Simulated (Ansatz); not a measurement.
Program: Ansatz. Geometries: PBE0-D4/def2-TZVP. ΔE: electronic, gas phase. CCSD(T)/CBS adds triple-zeta CCSD(T) − MP2 to the extrapolated MP2 energy (def2 sets, frozen cores). This one scheme is used for every species. Functionals use def2-TZVPP. B3LYP here is the variant with VWN-RPA as its local correlation; programs differ in this. Each species was taken in one conformer, which may not be the lowest.

Consider the substitution at a C–S bond: `O[SiH](F)CS` + HCl → `O[SiH](F)CCl` + H₂S.

`O[SiH](F)CS`:

```xyz
10

O     0.636   -1.663    0.500
Si   -0.294   -0.400    0.942
F     0.390    0.408    2.138
C    -0.516    0.823   -0.454
S     1.014    1.006   -1.424
H     1.479   -1.439    0.096
H    -1.562   -0.968    1.442
H    -1.348    0.577   -1.116
H    -0.720    1.815   -0.042
H     0.923   -0.160   -2.083
```

HCl:

```xyz
2

Cl    0.159   -0.406   -0.468
H    -0.159    0.406    0.468
```

`O[SiH](F)CCl`:

```xyz
9

O    -0.609    1.628   -0.608
Si   -0.336    0.547    0.573
F     0.834    1.028    1.543
C     0.200   -1.100   -0.143
Cl    1.463   -0.808   -1.377
H     0.022    1.646   -1.333
H    -1.572    0.440    1.371
H    -0.625   -1.615   -0.637
H     0.624   -1.765    0.610
```

H₂S:

Cartesian coordinates in Å:
```
S 0.345 0.498 0.129
H -0.539 0.204 -0.836
H 0.194 -0.702 0.707
```

```csv
level,ΔE (kJ/mol),difference from CCSD(T)/CBS
PBE-D4,16.4,0.6
r2SCAN-D4,15.3,-0.5
PBE0-D4,16.7,0.9
B3LYP-D4,13.8,-2.0
ωB97X-V,13.6,-2.2
ωB97M-V,14.7,-1.1
B2PLYP,13.1,-2.7
PBE,14.4,-1.4
r2SCAN,14.7,-1.1
PBE0,15.0,-0.8
B3LYP,10.5,-5.3
HF/def2-TZVPP,7.6,-8.2
MP2/def2-TZVPP,18.3,2.5
SCS-MP2/def2-TZVPP,15.4,-0.4
CCSD/def2-TZVPP,15.1,-0.7
CCSD(T)/def2-TZVPP,16.0,0.2
HF/def2-QZVPP,7.4,-8.4
MP2/def2-QZVPP,18.2,2.4
SCS-MP2/def2-QZVPP,15.3,-0.5
HF/CBS(def2),7.4,-8.4
MP2/CBS(def2),18.1,2.3
CCSD/CBS(def2),14.9,-0.9
CCSD(T)/CBS,15.8,0
```

Largest T1 diagnostic among the species: 0.011.

The D4 term adds +3.2 kJ/mol with B3LYP and +1.8 kJ/mol with PBE0; it sums over pairs of atoms, weighted by their polarisabilities, and B3LYP, whose exchange is more repulsive, gets the larger term. In def2-TZVPP, CCSD(T) changes the Hartree–Fock value by +8.5 kJ/mol (the triples alone add +0.9 kJ/mol) and MP2 by +10.8 kJ/mol.
